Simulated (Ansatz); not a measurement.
Reactions of CH$_{7}$BGeO (`[BH2][GeH2][O]C`).

Gas-phase electronic energies from Ansatz, PBE0-D4/def2-TZVP geometries. CCSD(T)/CBS adds triple-zeta CCSD(T) − MP2 to the extrapolated MP2 energy (def2 sets, frozen cores). This one scheme is used for every species, atoms too. Functionals use def2-TZVPP. Open shells (•) are unrestricted, without spin–orbit coupling. Spin–orbit coupling would lower the free atoms: a little for B, C, O; clearly for Ge. Bonds to Ge are less sure, by a few kJ/mol each and by 10 to 20 or more in all where they break to atoms, as the def2 sets lack core-valence functions. Scalar relativity is left out up to krypton. Each species was taken in one conformer, which may not be the lowest.

| reaction | ωB97X-V (kcal/mol) | CCSD(T)/CBS(def2) (kcal/mol) |
| --- | --- | --- |
| `[BH2][GeH2][O]C` → `B[O][GeH2][CH3]` | -58.4 | -59.7 |
| `[BH2][GeH2][O]C` + `[CH2]1[NH][AlH]1` → `B[N]1[CH2][AlH]1` + `C[O][GeH3]` | -36.1 | -35.2 |
| `[BH2][GeH2][O]C` + PH₃ → `[BH2][GeH2][PH2]` + CH₃OH | 0.7 | -0.9 |
| `[BH2][GeH2][O]C` + H–F → `[BH2][GeH2][F]` + CH₃OH | -8.7 | -6.4 |
| `[BH2][GeH2][O]C` → B• + C• + Ge• + 7 H• + O• | 872.0 | 868.8 |
| `[BH2][GeH2][O]C` + H₂ → `C[O][GeH3]` + BH₃ | -6.5 | -5.2 |
| `[BH2][GeH2][O]C` + `CCN[SiH2]Cl` → `BN(CC)[SiH2]Cl` + `C[O][GeH3]` | -34.8 | -35.0 |
| `[BH2][GeH2][O]C` + HCl → `C[O][GeH2][Cl]` + BH₃ | -20.0 | -18.8 |
| `[BH2][GeH2][O]C` + `FC[SiH2]S` → `C[SiH](S)CF` + `[BH2][GeH2][OH]` | -23.3 | -24.9 |

Largest T1 diagnostic: 0.015, for `[CH2]1[NH][AlH]1`.
